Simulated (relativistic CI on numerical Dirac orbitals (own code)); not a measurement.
# Co4+: K-beta X-ray emission

Computed with this model: Dirac-Coulomb-Breit CI, separate exchange-only KLI orbitals for each configuration, QED by a radiative potential, valence Slater integrals scaled by 0.9, multiplet model of X-ray emission after core ionisation; configurations [Ar] 3d5 → 1s 2s2 2p6 3s2 3p6 3d5 → [Ne] 3s2 3p5 3d5; 300 K; Lorentzian 1.6 eV and Gaussian 1 eV FWHM. Energies are those of the free ion, without screening or charge transfer. S is read from ⟨S²⟩ = S(S + 1).

Field parameters in Wybourne normalisation: D4h B²₀ = −7Ds, B⁴₀ = 21(Dq − Dt), B⁴₄ = 21√(5/14) Dq. The field is a parameter set, without covalency.

free ion: ground-state S = 2.50, centroid 7651.58 eV. Peaks (eV, height): 7633.8 (51), 7654.8 (32), 7659.2 (100).

D4h, 10Dq = 34950, Ds = 730, Dt = 20 cm⁻¹: ground-state S = 0.51, centroid 7651.61 eV. Peaks (eV, height): 7633.6 (13), 7636.6 (9), 7639.4 (9), 7642.6 (11), 7651.4 (30), 7656.6 (100).

Strongest unbroadened transitions for D4h, 10Dq = 34950, Ds = 730, Dt = 20 cm⁻¹:

| Energy (eV) | Relative strength |
| --- | --- |
| 7653.94 | 26.8 |
| 7653.95 | 25.7 |
| 7655.13 | 28.7 |
| 7655.61 | 35.0 |
| 7655.62 | 26.8 |
| 7655.64 | 80.9 |
| 7655.86 | 46.9 |
| 7656.05 | 42.8 |
| 7656.42 | 26.8 |
| 7656.54 | 87.0 |
| 7656.56 | 100.0 |
| 7656.75 | 23.5 |
| 7656.88 | 23.1 |
| 7656.91 | 71.2 |
| 7657.32 | 58.1 |
| 7657.33 | 54.6 |
| 7657.34 | 77.0 |
| 7657.35 | 30.7 |
